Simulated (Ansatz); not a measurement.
Sn(Me)(Cl)2 (CH3Cl2Sn), SMILES [Cl][Sn]([CH3])[Cl], multiplicity 2.

Coordinates come from a PBE0-D3(BJ)/def2-SVP optimisation. The spin state was assumed, not searched. The isomer is the one that the SMILES or the coordinates give; other isomers of the formula were not compared. The def2 effective core potentials stand for the cores of Sn; spin–orbit coupling is left out.

Two levels are set side by side: PBE/def2-SVPD (Ansatz, an electronic-structure program) and PBE0/def2-SVPD (Ansatz). Energy differences of separate SCF runs at the same geometry; the states with an electron removed or added have multiplicity 1 and 1. Differences are taken from unrounded values.

```json
[
 {"quantity": "vertical ionisation energy (eV)", "PBE": "8.65"},
 {"quantity": "vertical electron affinity (eV)", "PBE": "2.48"}
]
```

These are the PBE values. What does PBE0 give? (Estimate from the structure and the level; the computed values follow.)


```json
[
 {"quantity": "vertical ionisation energy (eV)", "PBE0": "8.94", "PBE minus PBE0": "-0.28"},
 {"quantity": "vertical electron affinity (eV)", "PBE0": "2.52", "PBE minus PBE0": "-0.04"}
]
```
